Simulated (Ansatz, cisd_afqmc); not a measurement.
Species: F, charge 0, doublet.

Total energies in def2-TZVPP, 7 correlated electrons, 1 frozen orbitals. UHF or UKS for unpaired electrons; spin-orbit terms are left out. Correlated methods leave the cores frozen. No relativity. AFQMC is phaseless with a CISD trial state; ± is one standard error, without the phaseless bias. Outlying blocks are dropped, and bars are widened where a walk drifts. Over all cases where full CI ran beside it in this data, AFQMC minus full CI had a median of +0.1 mEh and passed +0.4 mEh in a tenth of the cases. Full CI freezes restricted core orbitals and the other rows unrestricted ones, which leaves a small offset even where coupled cluster is exact.

```tsv
method	program	energy (Eh)	error against FCI (mEh)
HF	Ansatz	-99.41180	213.49
MP2	Ansatz	-99.60959	15.70
CCSD	Ansatz	-99.62162	3.67
CCSD(T)	Ansatz	-99.62506	0.23
CCSDT(Q)	Ansatz	-99.62536	-0.07
CCSDTQ	Ansatz	-99.62535	-0.06
AFQMC/CISD	cisd_afqmc	-99.6252 ± 0.0001	0.1 ± 0.1
FCI	Ansatz	-99.62529	0.00
```

Ansatz is a program for electronic structure.
